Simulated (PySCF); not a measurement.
**Ag⁺: excitation energy**

Ag⁺ [Kr] 4d10 (1S) → Ag⁺ [Kr] 4d9 5s1 (3D), as a difference of total energies. Computed with PySCF 2.14 in aug-cc-pVDZ-PP with ECP28MDF (5s5p4d2f, 54 functions), with scalar relativity through the core potential. Correlated levels: valence: 4s2 4p6 frozen. The calculations carry no spin-orbit coupling.

| method | excitation energy (eV) |
| --- | --- |
| UHF | 4.432 |
| LDA | 4.715 |
| PBE | 4.646 |
| r2SCAN | 4.621 |
| M06-L | 5.285 |
| r2SCANh | 4.662 |
| TPSSh | 4.674 |
| MP2 (valence) | 5.326 |
| SCS-MP2 (valence) | 5.318 |

Q: Estimate what B2PLYP gives.

A: 4.884 eV, closest to LDA among the rows shown.

Q: Estimate what PBE0 gives.

A: 4.775 eV, closest to LDA among the rows shown.

Errors of the correlated levels include the incompleteness of this basis and the frozen core.

For comparison: 5.035 eV (measured; NIST levels, between the centres of gravity of the two terms).
